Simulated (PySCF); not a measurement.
H12Si6. Atoms are numbered in the order given.

```xyz
18

Si    -1.9159    -1.1062    -0.4045
Si    -1.9159     1.1062     0.4045
Si     0.0000     2.2123    -0.4045
Si     1.9159     1.1062     0.4045
Si     1.9159    -1.1062    -0.4045
Si     0.0000    -2.2123     0.4045
H     -1.8633    -1.0758    -1.9115
H     -3.1714    -1.8310     0.0116
H     -3.1714     1.8310    -0.0116
H     -1.8633     1.0758     1.9115
H      0.0000     2.1516    -1.9115
H      0.0000     3.6620     0.0116
H      3.1714     1.8310    -0.0116
H      1.8633     1.0758     1.9115
H      3.1714    -1.8310     0.0116
H      1.8633    -1.0758    -1.9115
H      0.0000    -2.1516     1.9115
H      0.0000    -3.6620    -0.0116
```

Geometry: PBE-D3(BJ)/def2-SVP.

Method: PBE-D3(BJ)/def2-SVP (PySCF).

Frequencies are harmonic and unscaled.

Modes within 1.5 cm⁻¹ of each other (mostly degenerate sets) share a row, with their intensities summed.

| mode | ν (cm⁻¹) | IR (km/mol) | moving atoms (share of kinetic energy) |
|---|---|---|---|
| 1–2 | 57 | 0.6 | Si 72 %, H 28 % |
| 3 | 101 | 0.0 | Si 67 %, H 33 % |
| 4–5 | 106 | 0.0 | Si 86 %, H 14 % |
| 6 | 150 | 5.2 | Si 57 %, H 43 % |
| 7–8 | 318 | 0.0 | H 83 %, Si 17 % |
| 9 | 342 | 0.0 | Si 86 %, H 14 % |
| 10–11 | 372 | 13.5 | H 60 %, Si 40 % |
| 12–13 | 382 | 1.3 | Si 59 %, H 41 % |
| 14 | 399 | 1.9 | H 60 %, Si 40 % |
| 15–16 | 447 | 0.0 | Si 80 %, H 20 % |
| 17 | 470 | 0.0 | Si 90 %, H 10 % |
| 18 | 480 | 0.0 | H 98 % |
| 19 | 500 | 0.0 | H 63 %, Si 37 % |
| 20 | 527 | 0.0 | H 100 % |
| 21 | 587 | 0.0 | H 90 %, Si 10 % |
| 22–23 | 607 | 104.8 | H 89 %, Si 11 % |
| 24–25 | 633 | 0.0 | H 90 %, Si 10 % |
| 26–27 | 703 | 555.2 | H 87 %, Si 13 % |
| 28–29 | 710 | 0.0 | H 87 %, Si 13 % |
| 30 | 734 | 0.0 | H 91 %, Si 9 % |
| 31–33 | 864 | 93.8 | H 97 % |
| 34–35 | 878 | 302.8 | H 96 % |
| 36 | 897 | 0.0 | H 96 % |
| 37 | 2129 | 27.8 | H 98 % |
| 38–39 | 2131 | 0.0 | H 98 % |
| 40–41 | 2134 | 284.4 | H 98 % |
| 42 | 2138 | 0.0 | H 97 % |
| 43–45 | 2145 | 225.5 | H 96 % |
| 46–47 | 2149 | 0.0 | H 96 % |
| 48 | 2155 | 257.3 | H 96 % |
